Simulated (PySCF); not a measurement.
## Electric field gradients and quadrupole coupling constants

Compound: C₇H₇F₃N₂.
Atom-mapped SMILES: `[CH3:1][CH2:2][c:3]1[n:4][n:5][cH:6][cH:7][c:8]1[C:9]([F:10])([F:11])[F:12]` (hydrogens: H13, H14, H15 on C1; H16, H17 on C2; H18 on C6; H19 on C7)

Cartesian coordinates in Å at the GFN2-xTB level; atoms count from 1:
```
atom  x, y, z in Å
C1    -2.2936   -0.1058   -0.9257
C2    -1.6190   -0.2310    0.4445
C3    -0.1810   -0.6031    0.2732
N4     0.0556   -1.8954    0.0953
N5     1.2457   -2.3543   -0.1097
C6     2.2834   -1.5432   -0.1458
C7     2.1587   -0.1675    0.0390
C8     0.8815    0.3196    0.2539
C9     0.6605    1.7921    0.4780
F10    1.7955    2.4990    0.3890
F11   -0.1889    2.3293   -0.4124
F12    0.1510    2.0507    1.6954
H13   -2.1852   -1.0350   -1.4789
H14   -3.3512    0.1029   -0.7934
H15   -1.8513    0.7025   -1.5030
H16   -2.1040   -1.0313    1.0047
H17   -1.7252    0.7024    0.9956
H18    3.2409   -2.0089   -0.3245
H19    3.0169    0.4864    0.0174
```

Field gradients from the PBE0/pcSseg-1 density (PySCF, non-relativistic), principal values in atomic units, ordered |Vxx| ≤ |Vyy| ≤ |Vzz|:

```json
{"atom": "N4", "Vxx": "0.5535", "Vyy": "0.7166", "Vzz": "-1.2701"}
{"atom": "N5", "Vxx": "0.5169", "Vyy": "0.8402", "Vzz": "-1.3571"}
```

**Question.** Find the asymmetry η = (Vxx − Vyy)/Vzz and the couplings χ = eQV/h (234.96 MHz × Q in barn × V in au), with Q(14N) = 0.02044 b.

**Answer.** 
| atom | environment | nucleus | η | χzz (MHz) | χxx (MHz) | χyy (MHz) |
| --- | --- | --- | --- | --- | --- | --- |
| N4 | pyridine-type nitrogen | 14N | 0.13 | -6.10 | 2.66 | 3.44 |
| N5 | pyridine-type nitrogen | 14N | 0.24 | -6.52 | 2.48 | 4.04 |

The tensor is traceless: Vxx + Vyy + Vzz = 0.

**Question.** What is Vzz at N5 in SI units (1 au = 9.71736 × 10²¹ V/m²)?

**Answer.** -1.3571 au = -13.188 × 10²¹ V/m².

**Question.** And the gradient at the other heavy atoms, for which no coupling is worked out here?

**Answer.** 
```
atom                          environment  Vzz (au)     η
  C1                        methyl carbon     0.116  0.15
  C2                 benzylic-type carbon     0.109  0.94
  C3          substituted aromatic carbon     0.375  0.36
  C6  aromatic CH next to a ring nitrogen     0.325  0.33
  C7                   aromatic CH carbon     0.407  0.11
  C8          substituted aromatic carbon    -0.233  0.98
  C9                           CF3 carbon    -0.413  0.03
 F10              fluorine of a CF3 group     2.916  0.02
 F11              fluorine of a CF3 group     2.931  0.05
 F12              fluorine of a CF3 group     2.938  0.06
```

**Question.** What couplings would deuterons (Q(2H) = 0.00286 b) have in place of the hydrogens, at this geometry?

**Answer.** 
| atom | bonded to | bond length (Å) | Vzz (au) | η | χzz (kHz) |
| --- | --- | --- | --- | --- | --- |
| H13 | C1 | 1.087 | 0.3122 | 0.02 | 210 |
| H14 | C1 | 1.086 | 0.3175 | 0.03 | 213 |
| H15 | C1 | 1.087 | 0.3118 | 0.03 | 210 |
| H16 | C2 | 1.091 | 0.3013 | 0.03 | 202 |
| H17 | C2 | 1.089 | 0.3014 | 0.05 | 203 |
| H18 | C6 | 1.080 | 0.3213 | 0.06 | 216 |
| H19 | C7 | 1.079 | 0.3210 | 0.04 | 216 |

One conformer (not necessarily the lowest) at the GFN2-xTB geometry, without solvent, vibrations or thermal averaging. GFN2-xTB bond lengths can be off by several hundredths of an ångström, more for odd bonds, and the gradients follow them. The small basis limits the accuracy of the gradients.

These values come from a run that also computed NMR shieldings. Hardware: one thread, Arm Neoverse V2 (aarch64), no GPU (shared host). Cost: 54 s, 1.1 GiB resident at most.
